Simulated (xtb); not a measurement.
C₃H₇O₂ (SMILES CC(O)C[O]), doublet, geometry from GFN2-xTB, atoms displaced at random by about 0.05 Å a coordinate; GFN2-xTB (xtb).

xtb was given this input:
```
$ xtb mol.xyz --gfn 2 --uhf 1 --opt --json

# file mol.xyz
12

C      1.50744030     0.15652390     0.13214285
C     -0.00622155     0.56663413    -0.13386614
O     -0.34642180     1.48207990     0.72866019
C     -0.75564438    -0.77452573    -0.05163137
O     -0.60898779    -1.64968615    -0.89222129
H      2.12479124     1.04007712    -0.10859544
H      1.73757599    -0.11066299     1.10231761
H      1.74624693    -0.64217586    -0.64282948
H     -0.13471724     0.88566251    -1.19163772
H      0.24585581     2.23370417     0.79183484
H     -0.76358142    -1.10703479     0.99047214
H     -1.89036734    -0.39828968    -0.06788234
```

The log (banner, timings and long lists left out):

```
   ID    Z sym.   atoms
    1    6 C      1, 2, 4
    2    8 O      3, 5
    3    1 H      6-12

           -------------------------------------------------
          |                Calculation Setup                |
           -------------------------------------------------

           -------------------------------------------------
          |                 G F N 2 - x T B                 |
           -------------------------------------------------

          ...................................................
          :                      SETUP                      :
          :.................................................:
          :  # basis functions                  27          :
          :  # atomic orbitals                  27          :
          :  # shells                           17          :
          :  # electrons                        31          :
          :  max. iterations                   250          :
          :  Hamiltonian                  GFN2-xTB          :
          :  restarted?                      false          :
          :  GBSA solvation                  false          :
          :  PC potential                    false          :
          :  electronic temp.          300.0000000     K    :
          :  accuracy                    1.0000000          :
          :  -> integral cutoff          0.2500000E+02      :
          :  -> integral neglect         0.1000000E-07      :
          :  -> SCF convergence          0.1000000E-05 Eh   :
          :  -> wf. convergence          0.1000000E-03 e    :
          :  Broyden damping             0.4000000          :
          :  net charge                          0          :
          :  unpaired electrons                  1          :
          ...................................................

 iter      E             dE          RMSdq      gap      omega  full diag
   1    -18.1504469 -0.181504E+02  0.381E+00   10.62       0.0  T
   2    -18.1714876 -0.210406E-01  0.217E+00   10.04       1.0  T
   3    -18.1718756 -0.388041E-03  0.104E+00   10.56       1.0  T
   4    -18.1743641 -0.248851E-02  0.176E-01   10.35       1.0  T
   5    -18.1745012 -0.137066E-03  0.884E-02   10.40       1.0  T
   6    -18.1745070 -0.583567E-05  0.352E-02   10.40       1.0  T
   7    -18.1745083 -0.124947E-05  0.740E-03   10.40       3.9  T
   8    -18.1745083 -0.503220E-07  0.274E-03   10.40      10.5  T
   9    -18.1745083 -0.148316E-07  0.112E-03   10.40      25.9  T
  10    -18.1745083 -0.121596E-08  0.269E-04   10.40     107.4  T
  11    -18.1745083 -0.233637E-09  0.927E-05   10.40     311.4  T

   *** convergence criteria satisfied after 11 iterations ***

         :::::::::::::::::::::::::::::::::::::::::::::::::::::
         ::                     SUMMARY                     ::
         :::::::::::::::::::::::::::::::::::::::::::::::::::::
         :: total energy             -17.994647256701 Eh    ::
         :: gradient norm              0.200877628887 Eh/a0 ::
         :: HOMO-LUMO gap             10.398441567972 eV    ::
         ::.................................................::
         :: SCC energy               -18.174503961381 Eh    ::
         :: -> isotropic ES            0.049105655079 Eh    ::
         :: -> anisotropic ES          0.002506332138 Eh    ::
         :: -> anisotropic XC         -0.002256596031 Eh    ::
         :: -> dispersion             -0.005455966131 Eh    ::
         :: repulsion energy           0.179856704681 Eh    ::
         :: add. restraining           0.000000000000 Eh    ::
         :: total charge              -0.000000000000 e     ::
         :::::::::::::::::::::::::::::::::::::::::::::::::::::

      -----------------------------------------------------------
     |                   =====================                   |
     |                        A N C O P T                        |
     |                   =====================                   |
[...]
 * total energy  :   -17.9946473 Eh     change       -0.5242029E-10 Eh
 * total energy  :   -18.0158617 Eh     change       -0.2121444E-01 Eh
 * total energy  :   -18.0210404 Eh     change       -0.5178755E-02 Eh
 * total energy  :   -18.0215428 Eh     change       -0.5023790E-03 Eh
 * total energy  :   -18.0216800 Eh     change       -0.1371871E-03 Eh
 * total energy  :   -18.0217149 Eh     change       -0.3485824E-04 Eh
 * total energy  :   -18.0217228 Eh     change       -0.7916304E-05 Eh
 * total energy  :   -18.0217268 Eh     change       -0.3997492E-05 Eh
   *** GEOMETRY OPTIMIZATION CONVERGED AFTER 8 ITERATIONS ***
         :: total energy             -18.021726786266 Eh    ::
[...]
        16        1.0055           -0.3953437             -10.7579 (HOMO)
        17                          0.0323599               0.8806 (LUMO)
        18                          0.0684453               1.8625
        19                          0.0816047               2.2206
        20                          0.1049985               2.8572
        21                          0.1406438               3.8271
        22                          0.1695412               4.6135
        23                          0.1792534               4.8777
        24                          0.2053919               5.5890
        25                          0.2344017               6.3784
        26                          0.2406956               6.5497
        27                          0.3253414               8.8530
      -------------------------------------------------------------
                  HL-Gap            0.4277037 Eh           11.6384 eV
             Fermi-level           -0.2908852 Eh           -7.9154 eV

     #   Z          covCN         q      C6AA      α(0)
     1   6 C        3.752    -0.120    22.863     6.819
     2   6 C        3.721     0.101    19.015     6.228
     3   8 O        1.656    -0.456    21.960     6.326
     4   6 C        3.672     0.114    18.945     6.239
     5   8 O        0.855    -0.374    21.166     6.168
     6   1 H        0.925     0.042     2.419     2.432
     7   1 H        0.925     0.050     2.314     2.379
     8   1 H        0.925     0.066     2.134     2.285
     9   1 H        0.923     0.038     2.476     2.461
    10   1 H        0.805     0.297     0.730     1.342
    11   1 H        0.920     0.119     1.623     1.992
    12   1 H        0.919     0.122     1.594     1.975

 Mol. C6AA /au·bohr⁶  :       1036.500655
 Mol. C8AA /au·bohr⁸  :      21604.040920
 Mol. α(0) /au        :         46.644365

Wiberg/Mayer (AO) data.
largest (>0.10) Wiberg bond orders for each atom

 ---------------------------------------------------------------------------
     #   Z sym  total        # sym  WBO       # sym  WBO       # sym  WBO
 ---------------------------------------------------------------------------
     1   6 C    3.992 --     2 C    0.990     7 H    0.985     6 H    0.985
                             8 H    0.980
     2   6 C    3.952 --     1 C    0.990     3 O    0.988     4 C    0.963
                             9 H    0.950
     3   8 O    1.953 --     2 C    0.988    10 H    0.895
     4   6 C    3.969 --     5 O    1.329     2 C    0.963    11 H    0.823
                            12 H    0.819
     5   8 O    1.625 --     4 C    1.329
     6   1 H    0.998 --     1 C    0.985
     7   1 H    0.997 --     1 C    0.985
     8   1 H    0.996 --     1 C    0.980
     9   1 H    0.998 --     2 C    0.950
    10   1 H    0.912 --     3 O    0.895
    11   1 H    0.969 --     4 C    0.823
    12   1 H    0.967 --     4 C    0.819
 ---------------------------------------------------------------------------

Topologies differ in total number of bonds
Writing topology from bond orders to xtbtopo.mol

molecular dipole:
                 x           y           z       tot (Debye)
 q only:        0.345       0.796       0.514
   full:        0.447       1.041       0.581       3.237
molecular quadrupole (traceless):
                xx          xy          yy          xz          yz          zz
 q only:        2.877       1.261      -1.713      -0.545      -3.879      -1.164
  q+dip:        3.306       2.214      -2.185       0.012      -6.236      -1.121
   full:        3.337       2.025      -1.955       0.059      -5.714      -1.382

optimized geometry written to: xtbopt.xyz

           -------------------------------------------------
          | TOTAL ENERGY              -18.021726786266 Eh   |
          | GRADIENT NORM               0.000906694581 Eh/α |
          | HOMO-LUMO GAP              11.638409679621 eV   |
           -------------------------------------------------
```
